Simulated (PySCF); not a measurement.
```xyz
9

C      2.0329    -0.1020     0.2404
C      0.8645    -0.3181     0.0637
C     -0.5674    -0.5300    -0.1454
N     -1.3928     0.6667    -0.0810
H      3.0690     0.0846     0.3964
H     -0.7187    -1.0048    -1.1195
H     -0.9338    -1.2457     0.5967
H     -1.2767     1.1128     0.8212
H     -1.0771     1.3364    -0.7725
```

Charge 0, multiplicity 1.

Question: Give the Mulliken and meta-Löwdin atomic charges from PBE0-D4/def2-TZVP (PySCF).

Answer: 
```csv
atom,Mulliken (e),meta-Löwdin (e)
C1,-0.17,-0.23
C2,-0.10,-0.05
C3,-0.15,-0.11
N4,-0.48,-0.51
H5,0.17,0.17
H6,0.15,0.14
H7,0.15,0.14
H8,0.22,0.22
H9,0.22,0.22
```
